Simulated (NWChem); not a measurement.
System: CH₆GeMg; SMILES [GeH3][Mg][CH3]

Input file for NWChem:

```
start job
memory heap 200 mb stack 900 mb global 1100 mb
geometry units angstroms noautosym nocenter noautoz
  Mg    -0.405973    -1.150883    -0.000498
  C     -0.485971    -3.240957     0.000577
  H      0.448310    -3.683507    -0.369265
  H     -1.296743    -3.615972    -0.637774
  H     -0.656583    -3.640423     1.008923
  Ge    -0.307050     1.448394    -0.001843
  H     -1.244142     2.133516     1.039406
  H      1.100078     2.042969     0.312041
  H     -0.701642     2.112881    -1.356195
end
basis spherical
  * library 6-31g*
end
dft
  xc b3lyp
  iterations 150
end
property
  response 1 0.0773
end
task dft property
```

Structure relaxed at the B3LYP/6-31G* (spherical d) level.

Field at 589 nm.

Question: Predict the main results of this run. (B3LYP/6-31G* (spherical d).) Quantities: isotropic polarisability (bohr³); anisotropy (bohr³).

Answer: 
- isotropic polarisability (bohr³) = 79.1
- anisotropy (bohr³) = 53.4
